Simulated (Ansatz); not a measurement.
MoO2F, SMILES [Mo](=[O])([F])=[O] (connectivity only; charge and spin as stated), neutral, multiplicity 2.

The structure is a stationary point at B3LYP-D3(BJ)/def2-TZVP. A frequency run showed that this geometry is not a minimum. The multiplicity is an assumed one; other spin states were not compared. The def2 effective core potentials stand for the cores of Mo; spin–orbit coupling is left out.

Two levels are set side by side: PBE/def2-SVPD (Ansatz, a quantum-chemistry and plane-wave program) and ωB97X-V/def2-SVPD (Ansatz). Energy differences of separate SCF runs at the same geometry; the states with an electron removed or added have multiplicity 1 and 1. Differences are taken from unrounded values.

```
quantity                         ωB97X-V   PBE  PBE minus ωB97X-V
-------------------------------  -------  ----  -----------------
vertical ionisation energy (eV)    10.33  9.90              -0.44
vertical electron affinity (eV)     2.31  2.07              -0.24
```
